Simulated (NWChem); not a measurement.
System: BiF2, doublet; SMILES [F][Bi][F]

Here is an NWChem input.

```
start job
memory heap 200 mb stack 900 mb global 1100 mb
geometry units angstroms
  Bi     0.167559     0.104420     0.093865
  F     -1.084616     0.569597    -1.499269
  F     -0.758403    -1.719000     0.467445
end
basis spherical
  * library def2-svp
end
ecp
  Bi library def2-ecp
end
dft
  odft
  mult 2
  xc pbe0
  iterations 150
end
driver
  maxiter 120
end
task dft optimize
dft
  grid fine
  convergence energy 1d-8 density 1d-7
end
task dft freq numerical
```

Parts of the log:

```
             Northwest Computational Chemistry Package (NWChem) 7.3.0
             --------------------------------------------------------

 C2V symmetry detected

                             Geometry "geometry" -> ""
                             -------------------------

 Output coordinates in angstroms (scale by  1.889725989 to convert to a.u.)

  No.       Tag          Charge          X              Y              Z
 ---- ---------------- ---------- -------------- -------------- --------------
    1 Bi                  83.0000     0.00000000     0.00000000     0.25323894
    2 F                    9.0000    -1.51756835     0.00000000    -1.16771288
    3 F                    9.0000     1.51756835     0.00000000    -1.16771288

 Effective nuclear repulsion energy (a.u.)     394.4023627955

      Symmetry information
      --------------------

 Group name             C2v
 Group number             16
 Group order               4
 No. of unique centers     2

                                Z-matrix (autoz)
                                --------

 Units are Angstrom for bonds and degrees for angles

      Type          Name      I     J     K     L     M      Value
      ----------- --------  ----- ----- ----- ----- ----- ----------
    1 Stretch                  1     2                       2.07897
    2 Stretch                  1     3                       2.07897
    3 Bend                     2     1     3                93.76634

                           NWChem Geometry Optimization
                           ----------------------------

 maximum gradient threshold         (gmax) =   0.000450
 rms gradient threshold             (grms) =   0.000300
 maximum cartesian step threshold   (xmax) =   0.001800
 rms cartesian step threshold       (xrms) =   0.001200
 fixed trust radius                (trust) =   0.300000
 source of zmatrix                         =   autoz

          -------------------
          Energy Minimization
          -------------------

 Using diagonal initial Hessian
 Scaling for Hessian diagonals: bonds = 1.00  angles = 0.25  torsions = 0.10

          --------
          Step   0

                                 NWChem DFT Module
                                 -----------------

 Summary of "ao basis" -> "ao basis" (spherical)
 ------------------------------------------------------------------------------
       Tag                 Description            Shells   Functions and Types
 ---------------- ------------------------------  ------  ---------------------
 Bi                         def2-svp                10       26   4s4p2d
 F                          def2-svp                 6       14   3s2p1d

      Symmetry analysis of basis
      --------------------------

        a1         22
        a2          6
        b1         16
        b2         10

            General Information
            -------------------
          SCF calculation type: DFT
          Wavefunction type:  spin polarized.
          No. of atoms     :     3
          No. of electrons :    41
           Alpha electrons :    21
            Beta electrons :    20
          Charge           :     0
          Spin multiplicity:     2
          Use of symmetry is: on ; symmetry adaption is: on
          Maximum number of iterations: 150
          AO basis - number of functions:    54
                     number of shells:    22
          Convergence on energy requested:  1.00D-06
          Convergence on density requested:  1.00D-05
          Convergence on gradient requested:  5.00D-04

              XC Information
              --------------
                         PBE0 Method XC Functional
                     Hartree-Fock (Exact) Exchange  0.250
          PerdewBurkeErnzerhof Exchange Functional  0.750
            Perdew 1991 LDA Correlation Functional  1.000 local
           PerdewBurkeErnz. Correlation Functional  1.000 non-local

             Grid Information
             ----------------
          Grid used for XC integration:  medium
          Radial quadrature: Mura-Knowles
          Angular quadrature: Lebedev.
          Tag              B.-S. Rad. Rad. Pts. Rad. Cut. Ang. Pts.
          ---              ---------- --------- --------- ---------
          Bi                  1.60      123           6.0       590
          F                   0.50       49           7.0       434
          Grid pruning is: on
          Number of quadrature shells:   172
          Spatial weights used:  Erf1

      Superposition of Atomic Density Guess
      -------------------------------------

 Sum of atomic energies:        -444.00403536

      Non-variational initial energy
      ------------------------------

 Total energy =    -411.770419
 1-e energy   =    -889.599817
 2-e energy   =     358.328226
 HOMO         =      -0.118296
 LUMO         =      -0.026987

   Symmetry analysis of molecular orbitals - initial alpha
   -------------------------------------------------------

  Numbering of irreducible representations:

     1 a1          2 a2          3 b1          4 b2

  Orbital symmetries:

     1 a1          2 b1          3 a1          4 b1          5 a1
     6 b2          7 a1          8 b1          9 a1         10 a2
    11 b2         12 a1         13 b1         14 a1         15 b1
    16 b2         17 a1         18 a2         19 b1         20 a1
    21 b2         22 b1         23 a1         24 a1         25 b2
    26 b1         27 a1         28 b2         29 a2         30 a1
    31 a1

[...]

      ----------------------
      Optimization converged
      ----------------------

  Step       Energy      Delta E   Gmax     Grms     Xrms     Xmax
  ---- ---------------- -------- -------- -------- -------- --------
@    5    -413.98694461  1.2D-07  0.00001  0.00001  0.00008  0.00017
                                     ok       ok       ok       ok

                                Z-matrix (autoz)
                                --------

 Units are Angstrom for bonds and degrees for angles

      Type          Name      I     J     K     L     M      Value     Gradient
      ----------- --------  ----- ----- ----- ----- ----- ---------- ----------
    1 Stretch                  1     2                       2.03209   -0.00001
    2 Stretch                  1     3                       2.03209   -0.00001
    3 Bend                     2     1     3                96.44442    0.00000

                         Geometry "geometry" -> "geometry"
                         ---------------------------------

 Output coordinates in angstroms (scale by  1.889725989 to convert to a.u.)

  No.       Tag          Charge          X              Y              Z
 ---- ---------------- ---------- -------------- -------------- --------------
    1 Bi                  83.0000     0.00000000     0.00000000     0.20851536
    2 F                    9.0000    -1.51539913     0.00000000    -1.14535109
    3 F                    9.0000     1.51539913     0.00000000    -1.14535109

 Effective nuclear repulsion energy (a.u.)     403.1956863018

      Symmetry information
      --------------------

 Group name             C2v
 Group number             16
 Group order               4
 No. of unique centers     2

                Final and change from initial internal coordinates
                --------------------------------------------------

                                Z-matrix (autoz)
                                --------

 Units are Angstrom for bonds and degrees for angles

      Type          Name      I     J     K     L     M      Value       Change
      ----------- --------  ----- ----- ----- ----- ----- ---------- ----------
    1 Stretch                  1     2                       2.03209   -0.04688
    2 Stretch                  1     3                       2.03209   -0.04688
    3 Bend                     2     1     3                96.44442    2.67809

[...]

 Rotational Constants
 --------------------
 A=   0.286057 cm-1  (  0.411563 K)
 B=   0.193196 cm-1  (  0.277960 K)
 C=   0.115315 cm-1  (  0.165909 K)

 Temperature                      =   298.15K
 frequency scaling parameter      =   1.0000

 Zero-Point correction to Energy  =    1.928 kcal/mol  (  0.003072 au)
 Thermal correction to Energy     =    4.294 kcal/mol  (  0.006843 au)
 Thermal correction to Enthalpy   =    4.886 kcal/mol  (  0.007787 au)

 Total Entropy                    =   69.409 cal/mol-K
   - Translational                =   42.394 cal/mol-K (mol. weight = 246.9772)
   - Rotational                   =   23.653 cal/mol-K (symmetry #  =        2)
   - Vibrational                  =    3.363 cal/mol-K

 Cv (constant volume heat capacity) =    9.945 cal/mol-K
   - Translational                  =    2.979 cal/mol-K
   - Rotational                     =    2.979 cal/mol-K
   - Vibrational                    =    3.986 cal/mol-K

[normal modes left out]

 ----------------------------------------------------------------------------
 Normal Eigenvalue ||           Projected Infra Red Intensities
  Mode   [cm**-1]  || [atomic units] [(debye/angs)**2] [(KM/mol)] [arbitrary]
 ------ ---------- || -------------- ----------------- ---------- -----------
    1       -0.000 ||    0.000018           0.000         0.017       0.010
    2        0.000 ||    0.002201           0.051         2.145       1.261
    3        0.000 ||    0.006054           0.140         5.902       3.468
    4        0.000 ||    0.006054           0.140         5.902       3.468
    5        0.000 ||    0.005610           0.129         5.469       3.214
    6        0.000 ||    0.000139           0.003         0.135       0.080
    7      170.799 ||    0.008834           0.204         8.612       5.061
    8      583.498 ||    0.076230           1.759        74.313      43.672
    9      594.917 ||    0.051958           1.199        50.651      29.767
 ----------------------------------------------------------------------------
```

Level: PBE0/def2-SVP with def2 effective core potentials on Bi, spin-unrestricted. In the optimisation the excess spin sits in b2 (C2v, its own frame). The spin multiplicity was typed, not searched, and may not be the lowest. def2 effective core potentials on Bi; no spin-orbit coupling.
